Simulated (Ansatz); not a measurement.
Ansatz (a program for electronic structure) input (BHLYP/def2-TZVPD):

Ansatz 0.2 input:
```yaml
crystal:
  periodic: [false, false, false]
  atoms:
    - {symbol: N, position_ang: [1.54984518, 0.32898778, -0.72762030]}
    - {symbol: Si, position_ang: [0.01192648, 0.00966921, -0.01147252]}
    - {symbol: F, position_ang: [-0.50475806, -1.43779030, -0.37476683]}
    - {symbol: F, position_ang: [0.06569160, 0.15445741, 1.56022413]}
    - {symbol: F, position_ang: [-1.04042626, 1.04568522, -0.55373854]}
    - {symbol: H, position_ang: [2.29954750, -0.29945429, -0.43151142]}
basis:
  gaussian:
    orbitals: def2-TZVPD
hamiltonian:
  xc: {name: BHLYP}
magnetization: {spin_polarized: true, initial_magnetization: 1}
output: {forces: true}
```

End of the output:

```
integrals: 0.13 GiB planned
1214 factors; their error is unknown
0.32 GiB of the device are held for the grids
1.12 GiB of device memory are held for the factors and their scratch space
mean field: 1.15 GiB planned
mean field evaluation 1: about -17535.8404 eV, gradient 3.8e1 eV
mean field evaluation 2: about -17535.7371 eV, gradient 4.0e1 eV
mean field evaluation 4: about -17540.0337 eV, gradient 1.2e0 eV
mean field evaluation 8: about -17540.1134 eV, gradient 1.9e-1 eV
mean field evaluation 16: about -17540.1135 eV, gradient 3.6e-5 eV
mean field -17540.11352595 eV, -644.5872829626 hartree, gradient 4.5e-5 eV, S^2 0.753943; 1 other end points of the search recorded, 0 dependent functions left out
the calculation of the forces begins
reference -17540.11370988 eV, -644.5872897221 hartree; 25, 24 occupied and 184, 185 virtual orbitals, 1214 factors
Total energy: -17540.11370988 eV, -644.5872897221 hartree
Atom 0 at     1.549845     0.328988    -0.727620 Å, force    -0.040779    -0.356186     0.305117 eV/Å
Atom 1 at     0.011926     0.009669    -0.011473 Å, force    -0.363203    -0.027166     0.129429 eV/Å
Atom 2 at    -0.504758    -1.437790    -0.374767 Å, force     0.246388     0.705260     0.193243 eV/Å
Atom 3 at     0.065692     0.154457     1.560224 Å, force    -0.036455    -0.084215    -0.766173 eV/Å
Atom 4 at    -1.040426     1.045685    -0.553739 Å, force     0.486547    -0.503002     0.270468 eV/Å
Atom 5 at     2.299548    -0.299454    -0.431511 Å, force    -0.292497     0.265309    -0.132085 eV/Å
Dipole moment:     0.343564    -0.179581     0.046487 e Å
```

It need not be the lowest isomer of its formula.
